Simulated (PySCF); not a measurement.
C₆H₈OS₂Si.
Numbering: `[CH3:1][CH2:2][S:3][SiH2:4][c:5]1[cH:6][c:7](=[O:8])[c:9]1=[S:10]`

Cartesian coordinates in Å at the GFN2-xTB level; atoms count from 1:
```xyz
18
C6H8OS2Si angstrom
C     -3.667   -0.856   -0.348
C     -2.532    0.148   -0.322
S     -0.934   -0.719   -0.073
Si     0.393    0.951   -0.084
C      2.084    0.189    0.166
C      2.607   -1.059    0.336
C      4.002   -0.543    0.437
O      5.091   -0.999    0.596
C      3.397    0.843    0.245
S      3.900    2.368    0.159
H     -3.524   -1.567   -1.158
H     -3.706   -1.407    0.588
H     -4.614   -0.341   -0.494
H     -2.651    0.855    0.498
H     -2.466    0.693   -1.263
H      0.349    1.635   -1.374
H      0.093    1.853    1.025
H      2.172   -2.040    0.380
```

NICS is the negative of the GIAO shielding at a point without a nucleus: at the ring centre (0) and 1 Å above and below it (1); zz is the component along the ring normal. Level: GIAO PBE0/pcSseg-1 (PySCF, non-relativistic, gas phase) on the GFN2-xTB geometry, one conformer.

Ring bond lengths (Å), with Mayer bond orders in brackets: C5–C6 1.364 (1.55), C6–C7 1.490 (0.98), C7–C9 1.525 (0.84), C9–C5 1.469 (0.96).

**Question.** What do the NICS probes read (ppm)?

**Answer.** 
```csv
ring,type,NICS(0),"NICS(1), two faces","NICS(1)zz, two faces",rms pucker (Å),"centre to ring atoms, mean (Å)"
C5–C6–C7–C9,4-membered carbocycle; bonds drawn aromatic by RDKit's count,19.0,-2.4 / -2.4,0.7 / 0.7,0.00,1.03
```

**Question.** What can be read from them?

**Answer.** 
- C5–C6–C7–C9: mean NICS(1)zz 0.7 ppm, near zero. NICS(0) lies 21 ppm above the mean NICS(1).

**Question.** How equal are the bonds by HOMA? HOMA takes Krygowski's 1993 parameters.

**Answer.** 
- C5–C6–C7–C9: HOMA -1.33 = 1 − EN − GEO, with mean bond length 1.462 Å, EN = α(Ropt − mean)² = 1.404 and GEO = α × variance = 0.927.

**Question.** At the first NICS(1) probe listed for ring C5–C6–C7–C9, 1 Å off the ring, what do the in-plane components average?

**Answer.** The isotropic value is a third of the trace: (3 × -2.4 − (0.7))/2 = -3.9 ppm.

**Question.** What are the shieldings of the ring atoms and their hydrogens in the same run (means over atoms taken as equivalent)?

**Answer.** 
```json
{"atoms": "C5", "environment": "unsaturated ring carbon", "σ isotropic (ppm)": "-26.2"}
{"atoms": "C6", "environment": "unsaturated ring CH carbon", "σ isotropic (ppm)": "-32.2"}
{"atoms": "C7", "environment": "ring carbonyl carbon", "σ isotropic (ppm)": "0.3"}
{"atoms": "C9", "environment": "thiocarbonyl carbon", "σ isotropic (ppm)": "-80.6"}
{"atoms": "H18", "environment": "hydrogen on carbon", "σ isotropic (ppm)": "20.26"}
```
